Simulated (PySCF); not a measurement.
# Reading the logs of faulty runs: B2GeH4N cation

All numbers below are calculated, not measured. They come from PySCF 2.14.0, an open-source quantum chemistry program, on an isolated molecule that a program drew, which may never have been made. The molecule is B2GeH4N cation (charge +1, singlet), drawn as the SMILES string `BB=[N][GeH2+]`.

Each row is a Hartree-Fock (HF) and frozen-core CCSD(T) single point in the cc-pVDZ basis, meant for a local HF minimum. Run 1 is clean. Each other run has one planted mistake out of seven kinds, and not every kind appears here: one electron removed, one electron added, multiplicity raised by two, geometry at a saddle point, minimal basis STO-3G, one bond length entered in bohr, all coordinates scaled. The reference is restricted for singlets and unrestricted otherwise, and also for a bond in bohr. Adding or removing an electron swaps singlet and doublet. Electrons count all cores. HOMO and LUMO are orbital energies over both spins, the gradient is its largest component, and the lowest frequency (negative if imaginary) is given only where the gradient is small. Bond lengths are over the 7 bonds as drawn. T1 is the CCSD diagnostic: over 0.02 (restricted) or 0.045 (unrestricted) a single reference is doubtful. Germanium has the cc-pVDZ-PP basis, with a core potential (ECP10MDF) in place of its 10 inner electrons, and its 3s, 3p and 3d shells are frozen in CCSD(T).

Geometry of the clean run:
```xyz
8
B2GeH4N cation, angstrom
B    -1.8282    0.9698   -1.2885
B    -0.6850   -0.0517   -0.5327
N     0.1665   -0.8127    0.0304
Ge    1.3070   -1.8333    0.7860
H    -2.0995    0.7826   -2.4317
H    -2.3262    1.8443   -0.6538
H     0.8228   -3.0931    1.4570
H     2.7624   -1.4426    0.7584
```

| run | electrons | basis functions | <S^2> | HOMO (eV) | LUMO (eV) | gradient (hartree/bohr) | lowest frequency (cm^-1) | mean bond (Å) | longest bond (Å) | T1 | HF (hartree) | CCSD(T) (hartree) | mistake |
|---|---|---|---|---|---|---|---|---|---|---|---|---|---|
| 1 | 52 | 85 | 0.000 | -16.99 | -4.91 | 1.1e-05 | 92 | 1.4405 | 1.709 | 0.0170 | -399.25982 | -399.69382 | no fault |
| 2 | 52 | 85 | 0.697 | -14.32 | -4.98 | 2.3e-02 | - | 1.5917 | 2.248 | 0.0648 | -399.13601 | -399.57022 | one bond length entered in bohr |
| 3 | 52 | 85 | 0.000 | -16.80 | -5.12 | 3.6e-05 | -123 | 1.4415 | 1.716 | 0.0155 | -399.25846 | -399.69135 | geometry at a saddle point |
| 4 | 53 | 85 | 0.779 | -6.34 | 0.67 | 6.4e-02 | - | 1.4405 | 1.709 | 0.0199 | -399.46611 | -399.92183 | ? |
| 5 | 52 | 85 | 0.000 | -16.68 | -4.94 | 2.2e-02 | - | 1.4794 | 1.755 | 0.0182 | -399.25376 | -399.69388 | ? |

**Which mistake was planted in run 4, and what did it cost?**

It counts 53 electrons, one more than the clean run, at the same geometry and basis. So the mistake is: one electron added. Subtracting run 1 and multiplying by 627.51 kcal/mol a hartree, the energy moved by -129.4 kcal/mol in HF and -143.1 kcal/mol in CCSD(T).

**Which mistake was planted in run 5, and what did it cost?**

The mean and the longest bond both change by the same factor, 1.027, and the gradient is no longer small. So the mistake is: all coordinates scaled. Subtracting run 1 and multiplying by 627.51 kcal/mol a hartree, the energy moved by 3.8 kcal/mol in HF and 0.0 kcal/mol in CCSD(T).

Cautions from the logs. Run 2: T1 is over the limit, so its CCSD(T) energy is less reliable.
